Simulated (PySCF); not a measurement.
Input of an EPR job (settings, then geometry in Å):

```
{"job": {"kind": "epr", "basis": "pcH-1"}, "charge": 0, "multiplicity": 2}
C      2.748959    -0.895612    -0.372544
C      1.850406    -0.015162    -0.806655
C      0.523524     0.201639    -0.262340
C     -0.201680     1.262701    -0.664085
C     -1.520353     1.601957    -0.110791
O     -2.052051     2.699743    -0.317243
C     -2.151144     0.569569     0.637045
C     -1.542421    -0.762640     0.798566
C     -0.012876    -0.721020     0.795421
H      3.717988    -0.974136    -0.834428
H      2.569324    -1.557796     0.457140
H      2.111216     0.635685    -1.631503
H      0.184308     1.950153    -1.403649
H     -3.157252     0.740167     0.989093
H     -1.911939    -1.245535     1.707145
H     -1.880021    -1.390166    -0.040877
H      0.377144    -1.729237     0.653900
H      0.338110    -0.363993     1.769508
```

The calculation used UKS B3LYP, pcH-1 on C H O, non-relativistic, mean-field spin-orbit, GIAO in PySCF 2.14.0. The structure is a single GFN2-xTB conformer in the gas phase; no vibrational or solvent corrections. Couplings are sensitive to structure, and on GFN2-xTB geometries they can be far from those on DFT ones.

Output of the driver script. The program numbers atoms from 0.

```
UKS, coarse grid
  cycle   1  E = -385.25628149  |g| = 6.52e-01
  cycle   2  E = -382.78824083  |g| = 1.97e+00
  cycle   3  E = -385.34453769  |g| = 4.05e-01
  cycle   4  E = -385.43497973  |g| = 1.36e-01
  cycle   5  E = -385.44039092  |g| = 1.02e-01
  cycle   6  E = -385.44551424  |g| = 2.83e-02
  cycle   7  E = -385.44597712  |g| = 1.41e-02
  cycle   8  E = -385.44609893  |g| = 7.67e-03
  cycle   9  E = -385.44615761  |g| = 4.13e-03
  cycle  10  E = -385.44617269  |g| = 1.93e-03
  cycle  11  E = -385.44617779  |g| = 7.95e-04
UKS, final grid
  cycle   1  E = -385.44615604  |g| = 8.53e-04
  cycle   2  E = -385.44615613  |g| = 1.60e-03
  cycle   3  E = -385.44615729  |g| = 3.40e-04
  cycle   4  E = -385.44615759  |g| = 3.48e-04
  cycle   5  E = -385.44615802  |g| = 1.62e-04
  cycle   6  E = -385.44615804  |g| = 4.22e-05
  cycle   7  E = -385.44615805  |g| = 1.76e-05
E = -385.44615805 Eh   <S^2> = 0.7638 (exact 0.7500)
g shifts (ppm)      1          2          3
  rmc          -187       -187       -187
  gc            -12         29         38
  oz_so          -1       1939       5613
  total        -200       1781       5464
hyperfine (MHz)  atom isotope    a_iso     a_fc   dipolar eigenvalues
    0   13C       0.53       0.53     -0.76     -0.37      1.13
    1   13C      -0.39      -0.39     -0.53     -0.05      0.58
    2   13C      -0.54      -0.54     -1.30      0.37      0.92
    3   13C      -0.64      -0.64     -2.04     -0.20      2.25
    4   13C     -37.58     -37.58    -12.43      3.25      9.18
    5   17O     -18.92     -18.92    -88.77     43.94     44.83
    6   13C      66.36      66.36    -63.74    -63.61    127.36
    7   13C     -25.27     -25.27     -2.65      0.59      2.06
    8   13C      15.46      15.46     -2.03     -1.22      3.25
    9    1H      -0.49      -0.49     -0.55     -0.29      0.84
   10    1H      -0.44      -0.44     -0.59     -0.12      0.71
   11    1H       0.07       0.07     -0.70     -0.57      1.26
   12    1H      -2.77      -2.77     -1.92     -1.12      3.03
   13    1H     -50.21     -50.21    -28.59     -2.15     30.73
   14    1H      35.46      35.46     -4.08     -3.32      7.39
   15    1H     140.64     140.64     -5.11     -2.62      7.73
   16    1H      -3.05      -3.05     -1.95     -1.45      3.40
   17    1H       4.99       4.99     -2.77     -1.97      4.74
```

|g| in the SCF lines is the orbital gradient. In the g block, columns 1 to 3 are the principal axes in rising order; rmc is the relativistic mass correction, gc the gauge correction and oz_so the orbital-Zeeman/spin–orbit term. a_fc is the Fermi-contact part of a_iso, here all of it, since this run has no spin–orbit term in the hyperfine coupling.

Q: What does the output say about convergence, stability and spin contamination?

A: The SCF converged after 18 cycles in all, 11 of them on the coarse grid; no stability test was run. The unrestricted determinant has ⟨S²⟩ = 0.7638 (exact 0.7500), so spin contamination is small.

Q: What are the principal g values and g_iso?

A: Adding the total shifts to 2.002319 gives 2.00212, 2.00410, 2.00778; their mean shift is 2348 ppm, so g_iso = 2.00467.

Q: Which couplings shape the isotropic spectrum at natural abundance (0.05 mT or more)? Keep the log's numbering.

A: atoms 14, 15 (1H, I = 1/2): mean 88.0 MHz = 3.14 mT in magnitude, a 1:2:1 triplet; atom 13 (1H, I = 1/2): -50.2 MHz = 1.79 mT in magnitude, a 1:1 doublet; atom 12 (1H, I = 1/2): -2.8 MHz = 0.10 mT in magnitude, a 1:1 doublet. Together 12 lines to first order. Class means assume fast exchange of nuclei equivalent by connectivity; if that motion is slow, each nucleus keeps its own coupling. The 1H value of +88.0 MHz is a mean of couplings from 35.5 to 140.6 MHz in this one geometry, not an average over conformers.

Q: What are the principal values of the full tensor of atom 6 (13C)?

A: a_iso plus each dipolar eigenvalue: 2.61, 2.75, 193.71 MHz.

The species is `C=CC1=CC(=O)[CH]CC1` [radical]. The run used 315 basis functions and 6 iterations of the response equations.

The values belong to the conformer `[CH2:1]=[CH:2][C:3]1=[CH:4][C:5](=[O:6])[CH:7][CH2:8][CH2:9]1`: C1–C2–C3–C4 170°.
Labels such as C1 count atoms from 1, the log's own numbers from 0.
